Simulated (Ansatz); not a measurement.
One change: `[F][In]([F])[O][SiH3]` becomes `[F][In]([F])[SeH]`.

Ansatz, PBE0-D4/def2-TZVP geometries, multiplicity 1. Each molecule was computed in one conformer, which needn't be the lowest.

Elements past krypton have def2 core potentials. Scalar relativity is left out up to krypton.

```tsv
property	`[F][In]([F])[O][SiH3]`
HOMO–LUMO gap (B3LYP/def2-TZVPP) / eV	5.44
HOMO–LUMO gap (PBE/def2-TZVPP) / eV	3.62
HOMO–LUMO gap (PBE0/def2-TZVPP) / eV	6.01
HOMO energy (ωB97M-V/def2-TZVPP) / eV	-11.35
LUMO energy (ωB97M-V/def2-TZVPP) / eV	-1.07
zero-point energy (PBE0-D4/def2-TZVP) / kJ/mol	85.2
```

Q: Give the same properties after the change, and the shifts. (An estimate is asked.)

A: The calculation gave: 
```tsv
property	`[F][In]([F])[SeH]`	shift
HOMO–LUMO gap (B3LYP/def2-TZVPP) / eV	4.92	-0.52
HOMO–LUMO gap (PBE/def2-TZVPP) / eV	3.44	-0.18
HOMO–LUMO gap (PBE0/def2-TZVPP) / eV	5.48	-0.53
HOMO energy (ωB97M-V/def2-TZVPP) / eV	-10.30	1.05
LUMO energy (ωB97M-V/def2-TZVPP) / eV	-0.76	0.31
zero-point energy (PBE0-D4/def2-TZVP) / kJ/mol	30.4	-54.8
```

With PBE0 the HOMO rises by 0.89 eV and the LUMO rises by 0.37 eV, so the gap narrows by about 0.52 eV. PBE moves the HOMO by 0.64 eV and ωB97M-V by 1.05 eV. The zero-point energy changes by -54.8 kJ/mol with -9 modes.

B3LYP here is the variant with VWN-RPA as its local correlation; programs differ in this.

Spin–orbit coupling is left out; it splits and shifts lone-pair levels of the heavy atoms by tenths of an eV.
